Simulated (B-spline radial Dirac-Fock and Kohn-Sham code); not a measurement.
## Two-hole binding energies of W⁴⁺

System: W⁴⁺ in the configuration 1s2 2s2 2p6 3s2 3p6 3d10 4s2 4p6 4d10 4f14 5s2 5p6 5d1 6s1 (not the ground configuration).

Input of the calculation (task.json; shells as n, l, electrons):

```json
{"items": [{
  "Z": 74,
  "q": 4,
  "cfg": [[1, 0, 2], [2, 0, 2], [2, 1, 6], [3, 0, 2], [3, 1, 6], [3, 2, 10], [4, 0, 2], [4, 1, 6], [4, 2, 10], [4, 3, 14], [5, 0, 2], [5, 1, 6], [5, 2, 1], [6, 0, 1]],
  "A": 184,
  "rrms": 5.3658,
  "do": ["binding", "quiet", "double"]
}]}
```

Command: `python xray_run.py task.json out`

These are calculated numbers from a radial B-spline solver; the model is Dirac-Fock ΔSCF + Breit + QED. U is the two-hole binding energy less the two single-hole energies, the effective repulsion of the holes after relaxation. Each two-hole energy is an average over J within one jj subconfiguration.

```
          holes  E(a) (eV)  E(b) (eV)  E(ab) (eV)  U (eV)
           1s⁻²    69580.0    69580.0    140553.5  1393.5
   1s⁻¹ 2p1/2⁻¹    69580.0    11602.8     81595.0   412.2
   1s⁻¹ 3p3/2⁻¹    69580.0     2343.7     72029.5   105.7
   1s⁻¹ 3d3/2⁻¹    69580.0     1930.5     71612.2   101.7
           2s⁻²    12166.4    12166.4     24554.8   222.1
        2p1/2⁻²    11602.8    11602.8     23492.6   287.0
2p1/2⁻¹ 2p3/2⁻¹    11602.8    10265.3     22111.7   243.5
   2s⁻¹ 3d5/2⁻¹    12166.4     1868.1     14129.3    94.8
2p1/2⁻¹ 3p3/2⁻¹    11602.8     2343.7     14037.8    91.2
2p1/2⁻¹ 3d3/2⁻¹    11602.8     1930.5           ?       ?
3p1/2⁻¹ 3p3/2⁻¹     2636.6     2343.7      5042.5    62.2
3d3/2⁻¹ 3d5/2⁻¹     1930.5     1868.1      3872.4    73.8
        4d5/2⁻²      306.4      306.4       642.3    29.5
4f5/2⁻¹ 4f7/2⁻¹      91.76      89.63       209.3    27.9
```

Question: Give the missing two-hole energy and U.

Answer: E(ab) = 13630.1 eV and U = 96.8 eV.
